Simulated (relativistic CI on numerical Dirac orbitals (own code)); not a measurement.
## Crystal-field levels of W⁵⁺, 5d

Calculated by Dirac-Coulomb-Breit CI, orbitals from a KLI potential per configuration, model QED (radiative potential, 1s self-energy scaled to tabulated hydrogen-like ionisation energies), valence Slater integrals scaled by 0.85, one configuration in a parametric crystal field (own radial code).

Field parameters in Wybourne normalisation: D4h B²₀ = −7Ds, B⁴₀ = 21(Dq − Dt), B⁴₄ = 21√(5/14) Dq. The field is a parameter set, without covalency.

S is read from ⟨S²⟩ = S(S + 1).

Levels (cm⁻¹, degeneracy): 0 (2), 1265 (2), 6210 (2), 38765 (2), 40364 (2).

(1) Which field gives this pattern?
A. D4h, 10Dq = 35700, Ds = 1770, Dt = -120 cm⁻¹
B. D4h, 10Dq = 35700, Ds = -1500, Dt = -120 cm⁻¹
C. D4h, 10Dq = 35700, Ds = -270, Dt = -120 cm⁻¹
D. D4h, 10Dq = 35700, Ds = 550, Dt = -120 cm⁻¹

Results:

(1) D. D4h, 10Dq = 35700, Ds = 550, Dt = -120 cm⁻¹, ground level with S = 0.50.
